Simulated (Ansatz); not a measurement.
Ga6P4F6. Charge 0, multiplicity 1. Geometry PBE-D4/def2-SVP, basis def2-TZVP, Ansatz.

```xyz
16

P    -0.0334    0.4826    0.6838
P    -0.8793   -1.6207    1.0285
P     0.5762    0.2691   -1.4880
P    -1.6000    2.1245    0.5691
Ga    2.6564   -1.6102   -0.8620
Ga   -1.3897   -1.2812   -1.2897
Ga    2.6679   -1.8190    2.7858
Ga    2.3401    1.4001    1.7314
Ga   -2.9625    0.5110   -0.6508
Ga   -0.5923    2.2769   -1.5360
F     3.1042   -0.5787    0.8606
F    -1.5241   -2.5545   -2.5299
F     0.8010   -2.1897    0.9879
F     2.1430    0.0376    3.2501
F    -4.6674    1.0009   -0.7789
F    -0.6400    3.5513   -2.7619
```

```csv
run,HOMO (eV),LUMO (eV)
A,-6.43,-3.14
B,-5.78,-3.76
C,-6.59,-3.16
D,-5.53,-3.75
E,-5.74,-4.01
```

Single mean-field runs in def2-TZVP are fitted with def2-universal-jkfit.

Question: The runs used LDA (SPW92), PBE, PBE0, r2SCAN, r2SCAN0. Estimate which is which.

Answer: A PBE0 (25 % exact exchange); B r2SCAN (0 % exact exchange); C r2SCAN0 (25 % exact exchange); D PBE (0 % exact exchange); E LDA (SPW92) (0 % exact exchange). Exact exchange lowers occupied and raises empty levels; among semilocal functionals meta-GGAs tend to open the gap a little, and such runs are hard to tell apart. The gap grows from 1.73 eV (LDA (SPW92)) to 3.43 eV (r2SCAN0).
